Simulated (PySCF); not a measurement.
## InGe and its ions

PBE0; In cc-pVDZ-PP with ECP28, Ge cc-pVDZ-PP with ECP10; scalar-relativistic core potentials (PySCF 2.14). Neutral (UKS): quartet (σ ↑, π ↑↑), Re = 2.671 Å, ωe = 180 cm⁻¹, De = 2.20 eV, HOMO -5.33 eV, LUMO -2.53 eV.

InGe⁺ (UKS): triplet (σ ↑, π ↑), Re = 3.117 Å, ωe = 94.6 cm⁻¹, De = 0.83 eV to In⁺ + Ge. The energies at the minima are -484.66801 hartree for InGe and -484.41168 for InGe⁺.

**Question.** Work out the adiabatic ionisation energy, without and with harmonic zero-point energies (1 hartree = 27.2114 eV, 1 eV = 8065.5 cm⁻¹), and the change of the bond length.

**Answer.** At PBE0: 0.25633 hartree = 6.975 eV between the minima; the zero-point term (94.6 − 180.0)/2 cm⁻¹ = -0.005 eV makes it 6.970 eV. Re changes by +44.6 pm against the neutral. The electron leaves a π orbital, and the ion is left as a loose complex of an ion and an atom.

These are scalar-relativistic numbers at best; spin–orbit coupling would shift them, the dissociation energy most. For an ion De counts to the pair picked by the measured ionisation energies or electron affinities, which need not be the lowest pair at this level. States were picked by a PBE0 search and need not be the measured ground states.
